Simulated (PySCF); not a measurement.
The dipole of `CC(C)c1cccc(F)p1` from its density and from atomic charges.

Coordinates (PBE0-D3(BJ)/def2-SVP, Å) and charges (e) from the PBE0/pcSseg-1 density (PySCF):

```csv
atom,x,y,z,Mulliken,IAO,Hirshfeld,ESP-fitted
C1,-2.158,-1.076,-0.894,-0.2106,-0.4058,-0.1174,-0.5344
C2,-1.435,0.057,-0.165,-0.3096,-0.0903,-0.0212,+0.3835
C3,-1.883,1.424,-0.679,-0.2157,-0.4072,-0.1181,-0.5139
C4,0.075,-0.112,-0.233,-0.4526,-0.1894,-0.0340,+0.2137
C5,0.780,-0.369,0.941,-0.0025,-0.1548,-0.0536,-0.5083
C6,2.161,-0.554,1.011,-0.1018,-0.1302,-0.0368,+0.1552
C7,2.990,-0.498,-0.105,-0.1180,-0.1831,-0.0679,-0.5430
C8,2.489,-0.254,-1.374,+0.0429,+0.0851,+0.0296,+0.4982
F9,3.376,-0.222,-2.375,-0.2686,-0.2586,-0.0812,-0.1996
P10,0.823,0.021,-1.815,+0.4622,+0.3043,+0.0775,-0.2744
H11,-1.923,-1.064,-1.971,+0.1218,+0.1373,+0.0326,+0.1459
H12,-1.863,-2.059,-0.498,+0.1230,+0.1412,+0.0377,+0.1229
H13,-3.249,-0.974,-0.786,+0.1173,+0.1368,+0.0420,+0.1370
H14,-1.705,-0.006,0.904,+0.1168,+0.1275,+0.0376,-0.0095
H15,-1.653,1.540,-1.751,+0.1238,+0.1374,+0.0322,+0.1422
H16,-1.380,2.240,-0.139,+0.1240,+0.1416,+0.0377,+0.1155
H17,-2.971,1.548,-0.555,+0.1174,+0.1372,+0.0421,+0.1327
H18,0.208,-0.430,1.874,+0.1008,+0.1455,+0.0481,+0.1914
H19,2.614,-0.750,1.986,+0.1063,+0.1587,+0.0567,+0.1158
H20,4.069,-0.648,-0.005,+0.1233,+0.1669,+0.0561,+0.2292
```

Task: Form Σ q r in debye for every column and set it beside the full dipole.

Result: The full density gives (-0.99, -0.25, 2.51) D, 2.70 D in size; dipole vectors point from the negative to the positive end.

```
    scheme     μx     μy     μz  size (D)  share of the full size (%)  angle to the full dipole (°)
  Mulliken  -3.32   0.37  -0.24      3.35                         124                            73
       IAO  -2.39   0.08   1.45      2.80                         103                            38
 Hirshfeld  -0.65  -0.03   0.78      1.02                          38                            18
ESP-fitted  -1.00  -0.24   2.50      2.70                         100                             0
```

Task: Which set comes closest?

Result: Length of the difference vector: ESP-fitted 0.02 D, Hirshfeld 1.77 D, IAO 1.78 D, Mulliken 3.65 D. Closest: ESP-fitted. ESP charges are fitted to the potential around the molecule, whose slowest-falling term is the dipole's. The schemes that divide the density aren't constrained to reproduce the dipole.

Task: What is left for the Hirshfeld atoms' own dipoles?

Result: The shares of the density sum to the whole, so what Σ q r misses lies in dipoles about the nuclei. The atomic dipoles sum to (-0.99, -0.25, 2.51) − (-0.65, -0.03, 0.78) = (-0.34, -0.22, 1.73) D, 1.77 D in size.

Task: With the origin at the mean of the coordinates, (-0.032, -0.109, -0.331) Å, which are the largest single terms, by size, of the Mulliken dipole along the direction of the full one?

Result: F9 +4.03, P10 -3.77, H14 +0.98, C2 -0.97, H18 +0.96 D; all 20 atoms together +0.96 D. The single terms depend on the origin, their sum doesn't.

Task: Give the size of the full dipole in other units.

Result: 2.70 D = 1.064 au = 0.563 e·Å = 9.02 × 10⁻³⁰ C·m.

One conformer (not necessarily the lowest) at the PBE0-D3(BJ)/def2-SVP geometry, without solvent, vibrations or thermal averaging.

Conformer computed: `[CH3:1][CH:2]([CH3:3])[c:4]1[cH:5][cH:6][cH:7][c:8]([F:9])[p:10]1`: C1–C2–C4–C5 -114°.
